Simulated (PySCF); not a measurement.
```xyz
6
charge 0 multiplicity 2, angstrom
Re    0.0756    0.1055    0.0000
S    -1.0409   -1.6396    0.0000
O     1.9261    0.1826    0.0000
O    -0.8687    1.7263    0.0000
H     2.6201   -0.4853    0.0000
H    -0.4367    2.5885    0.0000
```

These are results of UPBE0 in PySCF with Re def2-SVP with ECP60, S def2-SVP, O def2-SVP, H def2-SVP; scalar-relativistic core potentials, no spin–orbit coupling; density-fitted integrals, not measurements.

This geometry of ReS(OH)₂ is a stationary point at this level.

**Question.** What is the point group?

**Answer.** Cs.

**Question.** Is it a minimum?

**Answer.** No: it has 2 imaginary modes, at 577i cm⁻¹ (a''), 305i cm⁻¹ (a'').

**Question.** List the harmonic modes with their infrared intensities.

**Answer.** 
| symmetry | ω (cm⁻¹) | IR (km/mol) |
| --- | --- | --- |
| a'' | 577i | – |
| a'' | 305i | – |
| a' | 113 | 7.2 |
| a' | 179 | 11.9 |
| a'' | 197 | 0.1 |
| a' | 520 | 200 |
| a' | 567 | 194 |
| a' | 596 | 84.5 |
| a' | 712 | 66.5 |
| a' | 745 | 80.3 |
| a' | 3905 | 339 |
| a' | 3919 | 316 |

**Question.** What are the dipole moment and the gap between the highest occupied and lowest empty levels of either spin?

**Answer.** 2.91 D and 3.02 eV.

**Question.** Give the atomic charges and bond orders.

**Answer.** 
```csv
atom,Mulliken,Löwdin,polar tensor,spin (Mulliken),Mayer order to Re1
Re1,0.52,-0.27,1.30,0.97,–
S2,-0.16,0.26,-0.42,-0.14,2.38
O3,-0.41,-0.11,-0.82,0.07,1.19
O4,-0.42,-0.12,-0.82,0.11,1.14
H5,0.24,0.12,0.38,0.00,0.03
H6,0.23,0.11,0.38,0.00,0.04
```
Other Mayer orders above 0.3: O–H 0.92 (×2).

Other isomers or separated fragments may lie lower. With open d or f shells other occupations or spin states may lie lower. At this level a doublet minimum of Cs symmetry lies 36 kJ/mol below this structure. No spin–orbit coupling is included, which matters more the heavier the element.
